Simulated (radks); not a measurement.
Sr7+, configuration [Ar] 3d10 4s1 4p2 (not the ground configuration). All-electron calculation, scalar-relativistic Kohn-Sham, LDA (Slater exchange, Perdew-Wang correlation), spin-polarised, spherical densities, finite nucleus; open shells are filled with parallel spins first (spin-orbit coupling, left out, can overturn this in heavy ions); Fermi nuclear charge, rms radius 4.224 fm. Program: a radial shooting solver on a logarithmic mesh with Libxc functionals.

Radial electron density D(r) = 4 pi r^2 rho(r):

r (bohr),D(r) (e/bohr),spin D(r)
0.001703,1.536,0.00221
0.0022,2.419,0.00347
0.002842,3.768,0.00540
0.003672,5.787,0.00828
0.004743,8.724,0.0124
0.006127,12.85,0.0182
0.007914,18.34,0.0258
0.01022,25.19,0.0351
0.01321,32.92,0.0452
0.01706,40.37,0.0547
0.02204,45.80,0.0619
0.02846,47.44,0.0677
0.03677,44.93,0.0795
0.0475,40.77,0.114
0.06135,39.90,0.190
0.07989,45.98,0.295
0.1032,54.84,0.338
0.1333,56.69,0.219
0.1722,46.94,0.0116
0.2224,35.38,0.0650
0.2873,34.80,0.550
0.3712,40.59,0.857
0.4794,37.12,0.366
0.6193,22.94,0.00517
0.8,10.32,1.17
1.033,5.131,2.90
1.335,3.214,2.90
1.724,1.405,1.38
2.228,0.2966,0.296
2.877,0.02470,0.0247
3.717,0.0006519,0.000652

D(r) has 3 maxima, at r = 0.0276, 0.122, 0.396 bohr, and minima at 0.0562, 0.255 bohr, inside which lie 2.05, 11.10 electrons.
